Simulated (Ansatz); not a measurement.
BH₅OSn, SMILES B[O][SnH3].

The structure is a stationary point at B3LYP-D3(BJ)/def2-SVP. The def2 effective core potentials stand for the cores of Sn; spin–orbit coupling is left out.

Two levels are set side by side: PBE/def2-SVPD (Ansatz, an electronic-structure program) and PBE0/def2-SVPD (Ansatz). Energy differences of separate SCF runs at the same geometry; the states with an electron removed or added have multiplicity 2 and 2. Differences are taken from unrounded values.

| quantity | PBE0 | PBE | PBE minus PBE0 |
|---|---|---|---|
| vertical ionisation energy (eV) | 9.98 | 9.72 | -0.25 |
| vertical singlet–triplet gap (eV) | 5.15 | 4.86 | -0.30 |
